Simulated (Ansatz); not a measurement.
`[SiH3]CB[AsH2]` + `C[SeH]` → `C[Se][AsH2]` + `BC[SiH3]`  (cleavage of the As–B bond)

Gas-phase electronic energies from Ansatz, PBE0-D4/def2-TZVP geometries. CBS: MP2 limit from def2 TZ/QZ plus the TZ coupled-cluster correction, frozen cores. DFT in def2-TZVPP. B3LYP here is the variant with VWN-RPA as its local correlation; programs differ in this. For As, Se outer-core shells are correlated without core-valence functions, which leaves a few kJ/mol of doubt a bond. Scalar relativity is left out up to krypton. Each species was taken in one conformer, which may not be the lowest.

`[SiH3]CB[AsH2]`:

```xyz
12

Si   -1.075   -1.246   -0.789
C     0.057   -0.708    0.631
B     0.045    0.829    0.680
As    1.223    1.977   -0.478
H    -0.509   -0.802   -2.089
H    -1.186   -2.728   -0.791
H    -2.433   -0.664   -0.632
H     1.029   -1.160    0.411
H    -0.374   -1.170    1.524
H    -0.821    1.404    1.277
H     2.527    1.223   -0.301
H     1.517    3.044    0.557
```

`C[SeH]`:

```xyz
6

C    -0.518   -0.006    0.172
Se    1.100    0.821   -0.531
H    -0.886   -0.768   -0.511
H    -1.254    0.793    0.250
H    -0.336   -0.425    1.159
H     1.893   -0.414   -0.539
```

`C[Se][AsH2]`:

```xyz
8

C     0.601   -0.425   -1.303
Se    0.001   -1.070    0.439
As   -0.686    1.038    1.280
H     0.969   -1.301   -1.837
H    -0.228    0.014   -1.854
H     1.408    0.295   -1.186
H    -2.032    0.567    1.814
H    -0.032    0.883    2.647
```

`BC[SiH3]`:

Z-matrix (Å, degrees):
```
C
Si 1 1.896
B 1 1.532 2 106.4
H 1 1.094 2 104.2 3 -121.9
H 1 1.094 2 104.4 3 122.1
H 2 1.486 1 111.0 3 -59.0
H 2 1.486 1 110.8 3 62.0
H 2 1.486 1 108.7 3 -178.5
H 3 1.198 1 120.6 2 88.6
H 3 1.198 1 120.7 2 -87.3
```

CCSD(T)/CBS gives -7.4 kJ/mol.

Question: Another level gave -13.4 kJ/mol. Which?
A. B97M-V/def2-TZVPP
B. LDA (SPW92)/def2-TZVPP
C. B3LYP/def2-TZVPP
D. B2PLYP/def2-TZVPP

Answer: D. B2PLYP -13.4, B97M-V -5.7, B3LYP -17.6, LDA (SPW92) 0.8 kJ/mol.

Question: What do rigid-rotor, harmonic-oscillator terms from PBE0-D4/def2-TZVP frequencies (298.15 K, 1 bar) make of the CCSD(T)/CBS value? (An estimate is asked.)

Answer: Computed: ΔZPE = +2.0 kJ/mol, ΔH = -4.8 kJ/mol, ΔS = 9 J/(mol·K), ΔG = -7.6 kJ/mol. Modes under 50 cm⁻¹ make the entropy rough.

Largest T1 diagnostic among the species: 0.013.

Leaving LDA and LC-ωPBE aside and taking each functional with its dispersion term where it has one, the values, not all of them listed here, spread over 11.5 kJ/mol, from BLYP-D4 to B97M-V. LDA lies +11.6 kJ/mol from PBE without D4. In def2-TZVPP, CCSD(T) changes the Hartree–Fock value by +15.6 kJ/mol (the triples alone add +0.8 kJ/mol) and MP2 by +13.3 kJ/mol. At CCSD(T), def2-SVP lies +7.9 kJ/mol from the extrapolated value and def2-TZVPP +3.3 kJ/mol.
